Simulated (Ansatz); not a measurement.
Loss of HF: C4H4F4 → C4H3F3 + HF

Species: C4H4F4 `FC1CC(F)C1(F)F`, singlet; C4H3F3 `FC1=C(F)C(F)C1`, singlet; HF (hydrogen fluoride), singlet. This is a balance of energies; it says nothing on the path, which may need atoms to shift.

Shapes, held fixed at every level: PBE0-D4/def2-TZVP. Programs: Ansatz 0.2.0. The zero-point and thermal change to 298 K, harmonic and unscaled (PBE0-D4/def2-TZVP), is -9.1 kJ/mol.

| level | kind | ΔH(298 K) (kJ/mol) | less CCSD(T)/CBS estimate |
| --- | --- | --- | --- |
| SPW92/def2-TZVPP | LDA | +118.9 | +32.0 |
| B3LYP-D4/def2-TZVPP | global hybrid | +88.0 | +1.1 |
| r2SCAN0-D4/def2-TZVPP | global hybrid | +108.0 | +21.1 |
| wB97M-V/def2-TZVPP | range-separated hybrid | +104.6 | +17.7 |
| MP2/def2-SVP | perturbation theory | +112.0 | +25.1 |
| MP2/def2-TZVPP | perturbation theory | +84.1 | -2.8 |
| CCSD/def2-TZVPP | coupled cluster or CI | +95.3 | +8.4 |
| CCSD(T)/CBS estimate | coupled cluster or CI | +86.9 | 0.0 |

The highest level, CCSD(T)/CBS estimate, gives ΔH(298 K) = +86.9 kJ/mol; the levels span +84.1 to +118.9. The column of differences is taken from that level and isn't an error. No measured value is set beside it here. The CBS estimate extrapolates MP2 from def2-TZVPP and def2-QZVPP and adds CCSD(T) − MP2 in the triple-zeta set, cores frozen.
